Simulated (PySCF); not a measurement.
Correlation energy of In⁺ (indium, charge +1)

[Kr] 4d10 5s1 5p1, high-spin 3P determinant (an excited configuration). Computed with PySCF 2.14 in aug-cc-pVTZ-DK3, with scalar relativity by spin-free X2C-1e. Frozen: [Kr] 4d10; 2 electrons correlated.

With two correlated electrons CCSD is exact within the correlated space (frozen core and kept virtual orbitals).

| level | correlation energy (mhartree) |
| --- | --- |
| CCSD | -3.48 |

Diagnostics: T1 = 0.0032, D1 = 0.0051, largest double amplitude 0.030.

Task: Is a single reference adequate?

Result: Yes, within this model without spin-orbit coupling: T1 lies below 0.03 and no double amplitude reaches 0.07.
